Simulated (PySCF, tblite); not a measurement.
C6H8F3N3.
Structure used (GFN2-xTB), in Å, numbered top down from 1:
```
atom  x, y, z in Å
C1    -1.8832   -1.2952    0.7811
C2    -1.5009    0.1788    0.6926
C3    -2.2015    0.8766   -0.4687
N4    -0.0734    0.2860    0.5141
N5     0.6967    0.8943    1.3751
C6     1.9199    0.7896    0.8809
C7     1.8211    0.0825   -0.3227
C8     2.8876   -0.3110   -1.2790
F9     2.9770   -1.6413   -1.4382
F10    4.0954    0.1057   -0.8658
F11    2.7041    0.2073   -2.5040
N12    0.5385   -0.2175   -0.5173
H13   -1.3770   -1.7720    1.6171
H14   -1.5993   -1.8030   -0.1371
H15   -2.9558   -1.3921    0.9233
H16   -1.7146    0.6901    1.6360
H17   -3.2786    0.8115   -0.3446
H18   -1.9183    1.9256   -0.5118
H19   -1.9220    0.3994   -1.4044
H20    2.7791    1.1953    1.3704
```

Computed, not measured: PBE0/pcSseg-1 in PySCF (dipole) on a GFN2-xTB geometry, gas phase.

Take the most abundant isotopes and a rigid rotor. The values belong to one conformer with, in the numbering `[CH3:1][CH:2]([CH3:3])[n:4]1[n:5][cH:6][c:7]([C:8]([F:9])([F:10])[F:11])[n:12]1`, C1–C2–N4–N5 -119°.

(1) Give the principal moments of inertia and the rotational constants in MHz.

(2) Classify the top.

(3) What does the inertial defect say?

(4) Which types of transition are allowed, and where do some lines up to J = 3 fall?

(5) Estimate the classical rotational partition function at 10 K, 50 K and 100 K.

## Answers

(1) Ia = 258.27, Ib = 959.23, Ic = 1021.16 u·Å²; 505379 MHz·u·Å²/I gives A = 1957, B = 526.9, C = 494.9 MHz.

(2) A near-prolate asymmetric top. Ray's parameter κ = (2B − A − C)/(A − C) = -0.956; −1 is the prolate and +1 the oblate limit.

(3) Not planar: Δ = Ic − Ia − Ib = -196.35 u·Å². For a rigid frame Δ = −2 Σ m c², so Σ m c² = 98.17 u·Å² lies off the ab plane: 15.94 from hydrogen and 82.24 from heavier atoms. The atom farthest from that plane is 2.15 Å away.

(4) The dipole components are |μa| = 3.32 D, |μb| = 0.54 D, |μc| = 0.00 D; the mirror of this Cs structure is the ab plane, so μc vanishes by symmetry and there are no c-type lines. Intensities carry the squares of the components, which stand as 1.00 : 0.03 (a : b). Some lines, for components of 0.1 D or more:

| type | branch | J(Ka,Kc) | MHz | lower level (cm⁻¹) |
| --- | --- | --- | --- | --- |
| b | R | 2(0,2) ← 1(1,1) | 613 | 0.082 |
| a | R | 1(0,1) ← 0(0,0) | 1022 | 0.000 |
| b | Q | 1(1,0) ← 1(0,1) | 1462 | 0.034 |
| b | Q | 3(1,2) ← 3(0,3) | 1544 | 0.204 |
| b | R | 3(0,3) ← 2(1,2) | 1665 | 0.149 |
| a | R | 2(1,2) ← 1(1,1) | 2012 | 0.082 |
| b | R | 1(1,1) ← 0(0,0) | 2452 | 0.000 |
| a | R | 3(1,3) ← 2(1,2) | 3017 | 0.149 |
| a | R | 3(0,3) ← 2(0,2) | 3063 | 0.102 |
| a | R | 3(2,2) ← 2(2,1) | 3065 | 0.295 |
| a | R | 3(2,1) ← 2(2,0) | 3067 | 0.295 |
| b | R | 2(1,2) ← 1(0,1) | 3441 | 0.034 |
| b | Q | 3(2,1) ← 3(1,2) | 4245 | 0.256 |
| b | Q | 2(2,0) ← 2(1,1) | 4290 | 0.152 |
| b | Q | 2(2,1) ← 2(1,2) | 4386 | 0.149 |
| b | Q | 3(2,2) ← 3(1,3) | 4434 | 0.250 |
| b | R | 2(2,1) ← 1(1,0) | 6365 | 0.083 |
| b | R | 2(2,0) ← 1(1,1) | 6398 | 0.082 |
| b | Q | 3(3,0) ← 3(2,1) | 7227 | 0.397 |
| b | Q | 3(3,1) ← 3(2,2) | 7230 | 0.397 |
| b | R | 3(2,1) ← 2(1,2) | 7453 | 0.149 |
| b | R | 3(3,1) ← 2(2,0) | 10294 | 0.295 |
| b | R | 3(3,0) ← 2(2,1) | 10295 | 0.295 |

(5) Point group Cs, symmetry number σ = 1; q = (√π/σ)·√((kT/h)³/(ABC)), k/h = 20836.6 MHz/K: 7460 at 10 K, 83400 at 50 K, 236000 at 100 K.

Its lowest GFN2-xTB frequency is 14 cm⁻¹, too small to tell a flat minimum from a shallow saddle. These are rigid-rotor constants of the computed structure; measured ground-state constants (B0) also hold zero-point vibration. A rigid rotor knows nothing of internal rotation, which can split or shift real lines. Quadrupole hyperfine structure (14N) is left out.
